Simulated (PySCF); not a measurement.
**Stretching TlS**

Set-up: PySCF, scalar-relativistic core potentials, basis sets Tl def2-SVP with ECP60, S def2-SVP. Energies in eV from Tl + S in their ground configurations at the same level. State: ²Π (doublet), unpaired electrons π ↑.

```csv
R (Å),UHF-CCSD
2.358,-2.026
2.463,-2.269
2.541,-2.354
2.620,-2.376
2.699,-2.351
2.803,-2.263
2.934,-2.095
3.092,-1.847
```

Question: Put a parabola through the three lowest points of the UHF-CCSD curve and estimate Re, k and ωe (reduced mass 27.66 u; 1 eV/Å² = 0.16022 mdyn/Å; ωe = 1302.8·√(k/μ) cm⁻¹).

Answer: Through R = 2.541, 2.62, 2.699 Å the second-order coefficient is 3.77 eV/Å², so Re ≈ 2.617 Å, k ≈ 1.21 mdyn/Å and ωe ≈ 272 cm⁻¹. A polynomial fit of higher order to the unrounded UHF-CCSD energies gives Re = 2.614 Å, k = 1.26 mdyn/Å, ωe = 278 cm⁻¹; anharmonicity and rounding make the difference.

The higher-order fit for each curve: UHF-CCSD: Re = 2.614 Å, ωe = 278 cm⁻¹, De = 2.38 eV.

Correlated steps freeze 9 core orbitals. Correlated levels converge slowly with the basis: in double zeta they bind strong bonds too weakly, by up to about 1 eV, and carry superposition errors of some tenths. These are scalar-relativistic numbers at best; spin–orbit coupling would shift them, the dissociation energy most. The state was picked by a PBE0 search and need not be the measured ground state.
